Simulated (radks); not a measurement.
Values are calculated unless marked as measured or tabulated.
Al IV, configuration [Ne]. Level of theory: non-relativistic Kohn-Sham, PBE, spin-polarised, spherical densities, point nucleus (a radial shooting solver on a logarithmic mesh with Libxc functionals). Some entries of the table are withheld. Estimate them.

orbital,occ.,eigenvalue (eV),<r^2> (bohr^2)
1s,2,-1543.253,0.01955
2s,2,-142.1482,0.4671
2p,6,(1),(2)

Answer. 
(1) 2p eigenvalue (eV): -104.1345
(2) 2p <r^2> (bohr^2): 0.4522
